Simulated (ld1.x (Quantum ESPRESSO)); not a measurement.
**Which setting gave this result? (thulium, TM)**

Base potential:

* Element: Tm
* Generator: ld1.x (Quantum ESPRESSO) 7.5
* Type: norm-conserving Troullier–Martins (Kleinman–Bylander form)
* Functional: PBEsol
* Relativity: scalar-relativistic
* Frozen core: [Xe]
* Valence charge: 15
* Reference configuration: 4f13 5d0 6s2 6p0
* Partial waves: 6p (bound, empty): rc 3.15 bohr; 5d (bound, empty): rc 2.05 bohr; 4f (bound): rc 1.15 bohr; 6s (bound): rc 2.45 bohr
* Local potential: the s channel
* Core correction: Bessel-smoothed model core, default radius (core density twice the valence density)

Cutoffs, loose and tight: the cutoffs (Ry, on a coarse ladder) from which the occupation-weighted sum of valence levels, in a spherical-Bessel basis at the reference potential, stays within 10 and 1 mRy of its value at 400 Ry. They do not see the model core or the augmentation charge, which bear on the density cutoff. Test errors are all-electron minus pseudo excitation energies from the reference, over the configurations 4f13 5d0 6s1 6p0; 4f13 5d0 6s0 6p0; 4f12 5d0 6s0 6p0; 4f13 5d0 6s1 6p1; 4f13 5d0.5 6s1.5 6p0; 4f14 5d0 6s0 6p0; 4f13 5d0 6s0 6p2; variants that change the core or the reference have their own tests. The largest error is taken over the tests solved by every variant that gives reliable tests at all, those not shown here included: 4f12 5d0 6s0 6p0; 4f13 5d0 6s0 6p0; 4f13 5d0 6s0 6p2; 4f13 5d0 6s1 6p0; 4f13 5d0 6s1 6p1; 4f13 5d0.5 6s1.5 6p0.

Only the scale of all radii but the core radius (base = 1) is moved (4 further runs of the sweep failed or gave no value and are left out):

```
scale of all radii but the core radius (base = 1)  cutoff, loose  cutoff, tight  bound ghosts  largest test error (meV)
                                             1.07         300 Ry    over 300 Ry          none                     -2472
                                             1.22         230 Ry    over 300 Ry          none                     -2267
                                             1.32         200 Ry    over 300 Ry          none                     -2182
                                              1.4         180 Ry         300 Ry          none                     -2116
```

Q: One more run gave cutoff, loose: 260 Ry; cutoff, tight: over 300 Ry; bound ghosts: none; largest test error (meV): -2360. Which value of the scale of all radii but the core radius (base = 1) was used?

A: 1.14. The loose cutoff moves one way along this sweep, from 300 Ry at 1.07 to 180 Ry at 1.4, which places the run between 1.07 and 1.22.
